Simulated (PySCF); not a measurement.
Predicted spectroscopic data

No relativistic terms, single conformer, isolated molecule, fast rotation and ring inversion assumed for equivalent nuclei. σ from GIAO-PBE0/pcSseg-1; coordinates at the GFN2-xTB level; PySCF 2.14.0 with density-fitted response routines.

Referencing at the same level of theory: TMS for ¹H (σref 31.72) and ¹³C (σref 186.93). Splittings of carbon signals by F and P are missing where no couplings were computed. Where no couplings were computed, multiplicities follow the n + 1 count of equivalent neighbours, and m marks all less simple cases (inequivalent or close neighbours, rings, F or P nearby). Shifts are as computed. Against solution values, carbons near 30 ppm lie about +3 ppm off and those near 130 ppm about +5 ppm. Of 1211 compounds with measured shifts, 218 miss one by over three times the rms of a fit or turn the order of signals round; such compounds aren't used in these exercises. OH and NH positions are gas-phase values without hydrogen bonding to other molecules.

Compound 1 (C4H6F6P2). ¹H NMR (600 MHz, computed): δ 1.40 (m, 6H). ¹³C{¹H} NMR (computed): δ 139.1, 13.5. Structure: SMILES CP(C)P(C(F)(F)F)C(F)(F)F.

Compound 2 (C3H12N2OSi). ¹H NMR (600 MHz, computed): δ 5.22 (s, 1H), 3.83 (t, 2H), 1.53 (m, 2H), 1.14 (t, 3H), 0.44 (br s, 4H). ¹³C{¹H} NMR (computed): δ 65.6 (CH2), 30.1 (CH2), 13.0 (CH3). Structure: `C(CC)O[SiH](N)N`.

Compound 3 (C3H8O3Si2). ¹H NMR (600 MHz, computed): δ 11.99 (s, 1H), 6.78 (m, 1H), 4.67 (m, 1H), 4.54 (m, 1H), 3.42 (s, 3H), 1.98 (br s, 1H). ¹³C{¹H} NMR (computed): δ 252.3 (CH), 154.7 (CH), 99.5 (CH2). Structure: `C(=C)O[Si@@](O)([SiH3])C=O`.
